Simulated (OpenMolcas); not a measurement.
4d ions of charge +2 along the row

- Program: OpenMolcas 26.06
- Method: CASSCF
- Basis: ANO-RCC-VTZP
- Scalar Hamiltonian: DKH2, point nucleus
- Spin-orbit coupling: RASSI with atomic mean-field integrals over the reference wave functions, term energies averaged over their components

Active space: the 4d shell.

B and C come from two terms' centres of gravity (d2, d8: 3P = 15B, 1G = 12B + 2C; d3, d7: 4P = 15B, 2G = 4B + 3C; d4, d6: 3G = 9B + 4C, 3H = 4B + 4C; d5: 4D = 17B + 5C, 4G = 10B + 5C, above the ground term), where all their levels are at least 80 % pure. ζ = ±2S·A comes from the whole width of the ground multiplet by E(J) = (A/2) J(J+1), where its levels are at least 85 % pure. Energies in cm-1.

| Ion | Configuration | Lowest level | Weight (%) | B | B measured | C | C measured | ζ | ζ measured |
| --- | --- | --- | --- | --- | --- | --- | --- | --- | --- |
| Zr2+ | 4d² | ³F₂ | 100 | 665 | 514 | 2567 | 2006 | 424 | 425 |
| Nb2+ | 4d³ | ⁴F_3/2 | 100 | 702 | 531 | 2795 | 2096 | 556 | 554 |
| Mo2+ | 4d⁴ | ⁵D₀ | 99 |  |  |  |  | 726 | 749 |
| Tc2+ | 4d⁵ | ⁶S_5/2 | 100 |  |  |  |  |  |  |
| Ru2+ | 4d⁶ | ⁵D₄ | 99 |  |  |  |  | 1013 | 990 |
| Rh2+ | 4d⁷ | ⁴F_9/2 | 98 | 887 |  | 3662 |  | 1232 | 1235 |
| Pd2+ | 4d⁸ | ³F₄ | 100 |  |  |  |  | 1373 | 1339 |

Measured columns use the levels in Moore, Atomic Energy Levels, vol. II, NSRDS-NBS 35 (1971 reprint of NBS Circular 467, 1952); NIST levels as listed in Rynkun, Gaigalas and Jonsson, Astron. Astrophys. 637, A10 (2020) (Zr2+); the list in Shadmi, J. Res. Natl. Bur. Stand. 70A, 435 (1966) (Nb2+, Rh2+); Sugar and Musgrove, J. Phys. Chem. Ref. Data 17, 155 (1988) (Mo2+); Moore, Atomic Energy Levels, vol. III, NSRDS-NBS 35 (1971 reprint of NBS Circular 467, 1958) (Ru2+, Pd2+).

The computed B goes from 665 (Zr2+) to 887 cm-1 (Rh2+), a factor of 1.33, rising at every step. It departs from the measured column by +29 to +32 %. The Trees term is left out, which lowers the B read from the levels of every ion, most for d4 to d6. The pair of terms that fixes B changes along the row, so steps between ions also reflect that choice.

The computed ζ goes from 424 (Zr2+) to 1373 cm-1 (Pd2+), a factor of 3.24, rising at every step. It departs from the measured column by -3 to +3 %.

Levels of configurations with an s electron are missing; early in the row they begin among the upper levels of the d shell and mix with terms of their name. Without dynamic correlation excited terms often stand tens of per cent too high (terms of higher spin than the ground term too low), and those without a measured partner can miss by more than the paired ones. Terms from blocks run as CI alone lack orbitals of their own. Some levels mix across a computed gap that differs much from the measured one, so their mixing is not that of the real levels (holds for Zr2+; Mo2+). Computed and measured levels are paired by configuration, term and J; levels that our copy of the source lacks, or whose pairing is in doubt (as where it misses far off the trend of its configuration), stay unpaired and out of the deviations. Levels of configurations outside the active space are missing.
